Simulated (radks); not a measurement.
Species: Kr3+. Configuration: [Ar] 3d10 4s2 4p3 (the NIST ground configuration).

Method: scalar-relativistic Kohn-Sham, r2SCAN, spin-polarised, spherical densities, finite nucleus; open shells are filled with parallel spins first; meta-GGA in the generalised Kohn-Sham scheme; Fermi nuclear charge, rms radius 4.1884 fm; computed with a radial shooting solver on a logarithmic mesh with Libxc functionals.

Energy parts (hartree):
part                       energy
total                 -2788.00250
kinetic                2852.00346
electron-nucleus      -6676.53655
Hartree                1132.28652
exchange-correlation    -95.75593

Orbitals (lengths in bohr, moments of r in powers of bohr; r(max) is where P^2 peaks):
orbital  occ.  eigenvalue (hartree)       <r^4>   <1/r>   r(max)
1s up       1             -523.1596  0.00001389   36.76  0.02708
1s down     1             -523.1435  0.00001389   36.76  0.02708
2s up       1             -70.55187    0.002720   8.181   0.1541
2s down     1             -70.54874    0.002719   8.181   0.1541
2p up       3             -62.47753    0.001973   7.985   0.1234
2p down     3             -62.46547    0.001973   7.984   0.1235
3s up       1             -11.42723      0.1633   2.709   0.4660
3s down     1             -11.41373      0.1627   2.706   0.4663
3p up       3              -8.82427      0.1951   2.551   0.4627
3p down     3              -8.80771      0.1931   2.550   0.4630
3d up       5              -4.53309      0.3044   2.273   0.4124
3d down     5              -4.51102      0.2909   2.279   0.4125
4s up       1              -2.27260       8.913  0.9033    1.306
4s down     1              -2.09156       9.008  0.9102    1.297
4p up       3              -1.66882       14.64  0.7939    1.451
4p down     0              -1.48603       14.83  0.7972    1.440

The highest occupied level is 4p up at -45.411 eV. For comparison, the ionisation energy in NIST's Atomic Spectra Database is 50.9 eV (measured). In exact Kohn-Sham theory the highest level is minus the ionisation energy, but local and semilocal functionals leave it too shallow, through self-interaction and a potential that decays too fast; potentials with the right tail come closer. The density falls to 0.001 e/bohr^3 at r = 3.23 bohr. The electron density at the nucleus is 5.012e+04 e/bohr^3 (large components only). Summed over all electrons, <r^2> = 20.87 bohr^2, which gives a Langevin (diamagnetic) susceptibility term of -16.5 x 10^-6 cm^3/mol. Spin moment in Bohr magnetons: 3. The spin density at the nucleus is -0.915 e/bohr^3 (1s -0.889, 2s 0.442, 3s 0.939, 4s -1.407).
